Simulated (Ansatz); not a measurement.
Isolated molecules relaxed with PBE0-D4/def2-TZVP in Ansatz; ΔE leaves out vibrations. CCSD(T)/CBS adds triple-zeta CCSD(T) − MP2 to the extrapolated MP2 energy (def2 sets, frozen cores). Functionals use def2-TZVPP. HSE06 is defined as in plane-wave codes. For Ga outer-core shells are correlated without core-valence functions, which leaves a few kJ/mol of doubt a bond. Scalar relativity is left out up to krypton. Each species was taken in one conformer, which may not be the lowest.

`C[NH][Ga]([NH2])[F]` + `FC1BN1` → `[NH2][Ga]([F])[C]1(F)BN1` + CH₃NH₂  (formal exchange of groups at a Ga–N bond)

`C[NH][Ga]([NH2])[F]`:

Z-matrix (Å, degrees):
```
C
N 1 1.443
H 1 1.093 2 110.3
H 1 1.097 2 112.5 3 -119.3
H 1 1.097 2 112.2 3 118.9
Ga 2 1.800 1 127.5 3 2.2
H 2 1.006 1 114.3 3 -178.5
F 6 1.758 2 115.6 1 -179.0
N 6 1.809 2 128.1 1 -3.2
H 9 1.006 6 121.3 2 23.0
H 9 1.007 6 118.7 2 167.9
```

`FC1BN1`:

Cartesian coordinates in Å:
```
F 0.677 1.541 0.686
C -0.221 0.520 0.435
B -0.240 -0.170 -0.950
N 0.363 -0.736 0.123
H -1.006 0.564 1.186
H -0.467 -0.291 -2.103
H 0.894 -1.429 0.622
```

`[NH2][Ga]([F])[C]1(F)BN1`:

```xyz
11

N     2.292   -1.195   -0.316
Ga    1.007   -0.059    0.218
F     1.609    1.286    1.189
C    -0.903   -0.011   -0.172
F    -1.325   -1.241   -0.706
B    -1.797    1.227   -0.494
N    -1.863    0.591    0.692
H     2.115   -2.035   -0.838
H     3.256   -1.094   -0.048
H    -2.229    2.097   -1.165
H    -2.164    0.434    1.639
```

CH₃NH₂:

```xyz
7

C     0.333    0.217    0.406
N    -0.429   -0.623   -0.503
H     0.245    1.299    0.233
H     1.392   -0.046    0.340
H     0.019    0.016    1.433
H    -0.145   -0.461   -1.460
H    -1.415   -0.403   -0.450
```

```json
{"level": "LDA (SPW92)", "ΔE (kJ/mol)": "38.3", "difference from CCSD(T)/CBS": "-5.9"}
{"level": "PBE-D4", "ΔE (kJ/mol)": "33.1", "difference from CCSD(T)/CBS": "-11.1"}
{"level": "revPBE-D4", "ΔE (kJ/mol)": "32.4", "difference from CCSD(T)/CBS": "-11.8"}
{"level": "r2SCAN-D4", "ΔE (kJ/mol)": "39.7", "difference from CCSD(T)/CBS": "-4.5"}
{"level": "B97M-V", "ΔE (kJ/mol)": "39.0", "difference from CCSD(T)/CBS": "-5.2"}
{"level": "PBE0-D4", "ΔE (kJ/mol)": "39.5", "difference from CCSD(T)/CBS": "-4.7"}
{"level": "r2SCANh-D4", "ΔE (kJ/mol)": "41.5", "difference from CCSD(T)/CBS": "-2.7"}
{"level": "r2SCAN0-D4", "ΔE (kJ/mol)": "44.1", "difference from CCSD(T)/CBS": "-0.1"}
{"level": "HSE06-D4", "ΔE (kJ/mol)": "39.6", "difference from CCSD(T)/CBS": "-4.6"}
{"level": "BHLYP-D4", "ΔE (kJ/mol)": "46.5", "difference from CCSD(T)/CBS": "2.3"}
{"level": "CAM-B3LYP-D4", "ΔE (kJ/mol)": "43.9", "difference from CCSD(T)/CBS": "-0.3"}
{"level": "ωB97X-V", "ΔE (kJ/mol)": "42.8", "difference from CCSD(T)/CBS": "-1.4"}
{"level": "ωB97M-V", "ΔE (kJ/mol)": "40.0", "difference from CCSD(T)/CBS": "-4.2"}
{"level": "PBE", "ΔE (kJ/mol)": "33.9", "difference from CCSD(T)/CBS": "-10.3"}
{"level": "revPBE", "ΔE (kJ/mol)": "32.7", "difference from CCSD(T)/CBS": "-11.5"}
{"level": "BLYP", "ΔE (kJ/mol)": "35.6", "difference from CCSD(T)/CBS": "-8.6"}
{"level": "r2SCAN", "ΔE (kJ/mol)": "40.0", "difference from CCSD(T)/CBS": "-4.2"}
{"level": "PBE0", "ΔE (kJ/mol)": "40.3", "difference from CCSD(T)/CBS": "-3.9"}
{"level": "r2SCANh", "ΔE (kJ/mol)": "41.8", "difference from CCSD(T)/CBS": "-2.4"}
{"level": "r2SCAN0", "ΔE (kJ/mol)": "44.5", "difference from CCSD(T)/CBS": "0.3"}
{"level": "HSE06", "ΔE (kJ/mol)": "40.4", "difference from CCSD(T)/CBS": "-3.8"}
{"level": "BHLYP", "ΔE (kJ/mol)": "48.5", "difference from CCSD(T)/CBS": "4.3"}
{"level": "CAM-B3LYP", "ΔE (kJ/mol)": "44.8", "difference from CCSD(T)/CBS": "0.6"}
{"level": "LC-ωPBE", "ΔE (kJ/mol)": "44.0", "difference from CCSD(T)/CBS": "-0.2"}
{"level": "RPA@PBE/def2-TZVPP", "ΔE (kJ/mol)": "43.9", "difference from CCSD(T)/CBS": "-0.3"}
{"level": "HF/def2-SVP", "ΔE (kJ/mol)": "58.5", "difference from CCSD(T)/CBS": "14.3"}
{"level": "MP2/def2-SVP", "ΔE (kJ/mol)": "51.2", "difference from CCSD(T)/CBS": "7.0"}
{"level": "CCSD/def2-SVP", "ΔE (kJ/mol)": "51.3", "difference from CCSD(T)/CBS": "7.1"}
{"level": "CCSD(T)/def2-SVP", "ΔE (kJ/mol)": "49.3", "difference from CCSD(T)/CBS": "5.1"}
{"level": "HF/def2-TZVPP", "ΔE (kJ/mol)": "57.7", "difference from CCSD(T)/CBS": "13.5"}
{"level": "MP2/def2-TZVPP", "ΔE (kJ/mol)": "47.9", "difference from CCSD(T)/CBS": "3.7"}
{"level": "SCS-MP2/def2-TZVPP", "ΔE (kJ/mol)": "49.5", "difference from CCSD(T)/CBS": "5.3"}
{"level": "CCSD/def2-TZVPP", "ΔE (kJ/mol)": "48.4", "difference from CCSD(T)/CBS": "4.2"}
{"level": "CCSD(T)/def2-TZVPP", "ΔE (kJ/mol)": "46.1", "difference from CCSD(T)/CBS": "1.9"}
{"level": "HF/def2-QZVPP", "ΔE (kJ/mol)": "58.7", "difference from CCSD(T)/CBS": "14.5"}
{"level": "MP2/def2-QZVPP", "ΔE (kJ/mol)": "47.2", "difference from CCSD(T)/CBS": "3.0"}
{"level": "SCS-MP2/def2-QZVPP", "ΔE (kJ/mol)": "48.9", "difference from CCSD(T)/CBS": "4.7"}
{"level": "HF/CBS(def2)", "ΔE (kJ/mol)": "58.9", "difference from CCSD(T)/CBS": "14.7"}
{"level": "MP2/CBS(def2)", "ΔE (kJ/mol)": "46.1", "difference from CCSD(T)/CBS": "1.9"}
{"level": "CCSD/CBS(def2)", "ΔE (kJ/mol)": "46.5", "difference from CCSD(T)/CBS": "2.3"}
{"level": "CCSD(T)/CBS", "ΔE (kJ/mol)": "44.2", "difference from CCSD(T)/CBS": "0"}
```

Largest T1 diagnostic among the species: 0.014.

From r2SCAN to r2SCAN0 (25 % exact exchange), in def2-TZVPP and without D4, ΔE moves by +4.5 kJ/mol. At CCSD(T), def2-SVP lies +5.1 kJ/mol from the extrapolated value and def2-TZVPP +1.9 kJ/mol.

CCSD(T)/CBS has its own doubt, a few kJ/mol and more with outer-core shells, so smaller differences from it don't rank the levels.
